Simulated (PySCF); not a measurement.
Electric field gradients and quadrupole coupling constants

Species: C7H11FSSi.
Z-matrix (Å and degrees, GFN2-xTB geometry), rows numbered from 1:
```
F 
Si  1  1.6148
C   2  1.9035  1  110.73
C   3  1.4930  2  105.10  1  -108.39
S   4  1.6212  3  123.38  2   152.89
C   4  1.5020  3  113.87  2   -27.06
C   6  1.5204  4  108.17  3   -79.02
C   7  1.4979  6  119.79  4   -78.38
C   8  1.4982  7   60.05  6  -109.07
C   6  1.5387  4  108.61  3    40.84
H   2  1.4511  1  104.93  3   127.14
H   3  1.0924  2  111.14  1   134.85
H   3  1.0895  2  115.73  1    13.72
H   6  1.0935  4  109.62  3   162.92
H   7  1.0842  6  113.08  4    66.92
H   8  1.0792  7  118.59  9  -108.40
H   8  1.0793  7  117.75  9   108.35
H   9  1.0794  7  118.35  8   108.34
H   9  1.0792  7  118.14  8  -108.01
H  10  1.0883  2  115.41  1  -109.37
H  10  1.0915  2  109.81  1    11.61
```

Field gradients from the PBE0/pcSseg-1 density (PySCF, non-relativistic), principal values in atomic units, ordered |Vxx| ≤ |Vyy| ≤ |Vzz|:

| atom | Vxx | Vyy | Vzz |
| --- | --- | --- | --- |
| S5 | 1.1496 | 1.7245 | -2.8741 |

Problem. Find the asymmetry η = (Vxx − Vyy)/Vzz and the couplings χ = eQV/h (234.96 MHz × Q in barn × V in au), with Q(33S) = −0.0678 b.

Solution. 
```csv
atom,environment,nucleus,η,χzz (MHz),χxx (MHz),χyy (MHz)
S5,thiocarbonyl sulfur,33S,0.20,45.79,-18.31,-27.47
```

Problem. What is Vzz at S5 in SI units (1 au = 9.71736 × 10²¹ V/m²)?

Solution. -2.8741 au = -27.929 × 10²¹ V/m².

Were the hydrogens deuterons (Q(2H) = 0.00286 b), χzz would run from 113 kHz (H11) to 223 kHz (H16, H18 and H19).

Isolated species at its GFN2-xTB geometry (one conformer only). GFN2-xTB bond lengths can be off by several hundredths of an ångström, more for odd bonds, and the gradients follow them. The basis is small and wasn't made for field gradients, so the couplings can be 20 % off.
